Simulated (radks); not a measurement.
Task: Radial electron density D(r) = 4 pi r^2 rho(r) of an atom or ion with 21 electrons. Method: non-relativistic Kohn-Sham, BLYP, spin-unpolarised, spherical densities, point nucleus; computed with a radial shooting solver on a logarithmic mesh with Libxc functionals.

```
   r/bohr * D(r) (the largest magnitude, 29.5, reaches the edge; | marks zero)
 0.006584 |     *
 0.007423 |       *
 0.008437 |        *
 0.009513 |          *
  0.01081 |             *
  0.01219 |               *
  0.01374 |                  *
  0.01562 |                      *
  0.01761 |                          *
  0.01986 |                             *
  0.02257 |                                  *
  0.02545 |                                      *
  0.02869 |                                          *
  0.03261 |                                             *
  0.03677 |                                                *
  0.04146 |                                                 *
  0.04712 |                                                  *
  0.05312 |                                                 *
   0.0599 |                                                *
  0.06808 |                                             *
  0.07676 |                                          *
  0.08654 |                                       *
  0.09836 |                                      *
   0.1109 |                                      *
    0.126 |                                        *
   0.1421 |                                           *
   0.1602 |                                               *
   0.1821 |                                                    *
   0.2053 |                                                      *
   0.2315 |                                                      *
   0.2631 |                                                  *
   0.2967 |                                            *
   0.3345 |                                    *
   0.3802 |                           *
   0.4286 |                     *
   0.4833 |                 *
   0.5493 |                *
   0.6193 |                 *
   0.6983 |                   *
   0.7936 |                     *
   0.8948 |                     *
    1.009 |                  *
    1.147 |               *
    1.293 |           *
    1.469 |       *
    1.657 |    *
    1.868 |  *
    2.123 | *
    2.394 |*
    2.699 |*
    3.068 *
    3.459 *
      3.9 *
    4.432 *
    4.997 *
```

What is the nuclear charge?

Result: Z = 23. The innermost maximum, from 1s, lies near 1/Z = 0.0435 bohr (found: 0.0467), and its height grows with Z. The density is that of the vanadium ion V2+ in [Ar] 3d3; the configuration itself is not fixed sharply by these data, and Z only to about a unit. D(r) has 3 maxima, at r = 0.0467, 0.215, 0.826 bohr, and minima at 0.104, 0.536 bohr, inside which lie 2.13, 10.53 electrons.
